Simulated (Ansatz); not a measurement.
Mulliken charges of ClFH$_{5}$NSi$_{2}$ (`F[SiH2]N[SiH2]Cl`) from PBE/def2-TZVPP in Ansatz (PBE0-D4/def2-TZVP geometry).

```csv
atom,x (Å),y (Å),z (Å),charge (e)
F1,-0.969,-2.289,0.636,-0.276
Si2,-1.171,-0.998,-0.285,0.498
N3,-0.377,0.383,0.345,-0.270
Si4,1.211,0.939,0.005,0.391
Cl5,2.592,0.309,1.394,-0.224
H6,-0.580,-1.302,-1.604,-0.076
H7,-2.629,-0.748,-0.326,-0.076
H8,-0.850,0.855,1.104,0.136
H9,1.244,2.417,0.038,-0.053
H10,1.611,0.384,-1.304,-0.049
```

Question: By hand: the dipole of these point charges (1 e Å = 4.8032 D).

Answer: Σ q r = (-0.338, 0.454, -0.362) e Å, of length 0.672 e Å = 3.23 D.

Question: How does the dipole of the full density compare? (Estimate.)

Answer: Computed: (-0.284, 0.347, -0.137) e Å, 2.25 D; the point charges give 1.44 times that, at 16° from its direction.

Point charges leave out the atoms' own dipoles, such as those of lone pairs, and Mulliken's split depends on the basis, so the two needn't agree.
